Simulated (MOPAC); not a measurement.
Input file for MOPAC: PM6 on BrHPb (SMILES [Br][PbH]), a point of a bond scan (R = 4.280 Å).

```
PM6 1SCF PRECISE CHARGE=0 THREADS=1
BrHPb

Pb    -0.44367559 1    -0.36613799 1     0.53135789 1
H     -3.19746575 1    -1.74332978 1    -2.44112871 1
Br     1.08635354 1     0.88537806 1    -1.22315198 1
```

Program output:

```
*******************************************************************************
 **                                                                           **
 **                              MOPAC v23.2.5                                **
 **                                                                           **
 *******************************************************************************
 ** MOPAC's Digital Object Identifier: https://doi.org/10.5281/zenodo.6511958 **
 **                                                                           **
 ** Please cite the open-source release paper for use of this MOPAC version:  **
 ** J. E. Moussa and J. J. P. Stewart (2026)                                  **
 ** MOPAC: An open-source semiempirical molecular orbital program             **
 ** J. Open Source Softw., 11(119), 8025, https://doi.org/10.21105/joss.08025 **
 *******************************************************************************

                              PM6 CALCULATION RESULTS

 *******************************************************************************
 *  PM6        - The PM6 Hamiltonian to be used
 *
 *
 *
 *                 CHARGE ON SYSTEM = 0
 *
 *
 *
 *  PRECISE    - TIGHTER CRITERIA TO BE USED
 *  1SCF       - DO 1 SCF AND THEN STOP
 *  THREADS=1  - MULTI-THREADING NOT USED
 *  T=         - A TIME OF 172800.0 SECONDS REQUESTED
 *  DUMP=N     - RESTART FILE WRITTEN EVERY 7200.0 SECONDS REQUESTED
 *******************************************************************************
PM6 1SCF PRECISE CHARGE=0 THREADS=1
 BrHPb

   ATOM   CHEMICAL          X               Y               Z
  NUMBER   SYMBOL      (ANGSTROMS)     (ANGSTROMS)     (ANGSTROMS)

     1      Pb         -0.44367559  *  -0.36613799  *   0.53135789  *
     2       H         -3.19746575  *  -1.74332978  *  -2.44112871  *
     3      Br          1.08635354  *   0.88537806  *  -1.22315198  *



          CARTESIAN COORDINATES

    NO.       ATOM           X           Y           Z

     1        Pb         -0.4437     -0.3661      0.5314
     2         H         -3.1975     -1.7433     -2.4411
     3        Br          1.0864      0.8854     -1.2232

 General Reference for PM6:
 "Optimization of Parameters for Semiempirical Methods V: Modification of NDDO Approximations
 and Application to 70 Elements", J. J. P. Stewart, J. Mol. Mod., 13, 1173-1213 (2007)
 URL: https://link.springer.com/article/10.1007/s00894-007-0233-4

           Empirical Formula: H Pb Br  =     3 atoms



      MOLECULAR POINT GROUP   :   Cs


      RHF CALCULATION, NO. OF DOUBLY OCCUPIED LEVELS = 6


 -------------------------------------------------------------------------------
 PM6 1SCF PRECISE CHARGE=0 THREADS=1
 BrHPb



     1SCF WAS SPECIFIED, SO BFGS WAS NOT USED
     SCF FIELD WAS ACHIEVED


                              PM6 CALCULATION
                                                       MOPAC v23.2.5 Linux




          FINAL HEAT OF FORMATION =        141.75825 KCAL/MOL =     593.11652 KJ/MOL


          COSMO AREA              =        120.80 SQUARE ANGSTROMS
          COSMO VOLUME            =        100.23 CUBIC ANGSTROMS

          IONIZATION POTENTIAL    =          6.011935 EV
          HOMO LUMO ENERGIES (EV) =         -6.012 -2.212
          NO. OF FILLED LEVELS    =          6
          MOLECULAR WEIGHT        =        288.1119         POINT GROUP:  Cs

          MOLECULAR DIMENSIONS (Angstroms)

            Atom       Atom       Distance
           Br     3    H     2     5.17153
            H     2   Pb     1     2.18277
           Br     3   Pb     1     0.00000


          SCF CALCULATIONS        =          1





   ATOM   CHEMICAL          X               Y               Z
  NUMBER   SYMBOL      (ANGSTROMS)     (ANGSTROMS)     (ANGSTROMS)

     1      Pb         -0.44367559  *  -0.36613799  *   0.53135789  *
     2       H         -3.19746575  *  -1.74332978  *  -2.44112871  *
     3      Br          1.08635354  *   0.88537806  *  -1.22315198  *

                             CARTESIAN COORDINATES

   1   Pb       -0.443675590    -0.366137990     0.531357890
   2    H       -3.197465750    -1.743329780    -2.441128710
   3   Br        1.086353540     0.885378060    -1.223151980


           Empirical Formula: H Pb Br  =     3 atoms



      MOLECULAR POINT GROUP   :   Cs


                  EIGENVALUES
 -27.72607 -18.45304 -10.61658 -10.54570 -10.43746  -6.01193  -2.21191  -2.19908
  -1.51092 115.49572 115.52445 115.60612 115.81244 115.82037


              NET ATOMIC CHARGES AND DIPOLE CONTRIBUTIONS

  ATOM NO.   TYPE          CHARGE      No. of ELECS.   s-Pop       p-Pop       d-Pop
    1         Pb           0.337526        3.6625     1.97143     1.69104
    2          H           0.029576        0.9704     0.97042
    3         Br          -0.367102        7.3671     1.96546     5.39990     0.00174
 DIPOLE           X         Y         Z       TOTAL
 POINT-CHG.    -3.089    -2.402     2.671     4.738
 HYBRID         0.832     0.721    -1.236     1.655
 SUM           -2.257    -1.682     1.435     3.160


          ATOMIC ORBITAL ELECTRON POPULATIONS

     Atom    s        px        py        pz      x^2-y^2     xz        z^2       yz        xy
    1 Pb   1.97143   0.58584   0.28215   0.82306
    2  H   0.97042
    3 Br   1.96546   1.80140   1.81412   1.78438   0.00014   0.00054   0.00034   0.00039   0.00034

 **********************
 *                    *
 * JOB ENDED NORMALLY *
 *                    *
 **********************




 == MOPAC DONE ==
```

The run finished.

Cost: about 0.04 core-seconds (a rough figure).
